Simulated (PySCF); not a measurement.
C3H7NOSi.

```xyz
13

N     -0.5450    -3.6323     0.0000
C      0.0267    -2.6200     0.0000
C      0.7066    -1.3326     0.0000
C     -0.2728    -0.1562     0.0000
O      0.4896     1.0261     0.0000
Si    -0.1865     2.5577     0.0000
H      1.3586    -1.2602    -0.8865
H      1.3586    -1.2602     0.8865
H     -0.9258    -0.2180     0.8928
H     -0.9258    -0.2180    -0.8928
H     -1.0365     2.7547     1.2144
H     -1.0365     2.7547    -1.2144
H      0.9537     3.5088     0.0000
```

Geometry: r2SCAN-D4/def2-SVP. Other conformers were not sampled.

Method: PBE/pcSseg-1 (PySCF). Non-relativistic, no solvent.

Problem. Give the absolute GIAO shielding of each atom: isotropic value and principal components (ppm). (The exact figures need the calculation; the answer reports its results.)

Solution. 
```tsv
atom	σ(iso)	σ11	σ22	σ33	span
N1	-42.2	-218.1	-209.4	301.1	519.2
C2	62.5	-51.3	-51.3	290.2	341.6
C3	156.7	135.2	157.3	177.5	42.3
C4	111.0	81.8	92.3	159.1	77.3
O5	297.8	268.6	302.5	322.3	53.7
Si6	363.6	311.7	317.0	462.1	150.4
H7	28.7	24.6	28.6	33.0	8.4
H8	28.7	24.6	28.6	33.0	8.4
H9	27.3	23.2	27.8	31.0	7.8
H10	27.3	23.2	27.8	31.0	7.8
H11	26.1	23.1	24.4	30.9	7.7
H12	26.1	23.1	24.4	30.9	7.7
H13	26.2	23.1	24.6	31.1	8.0
```
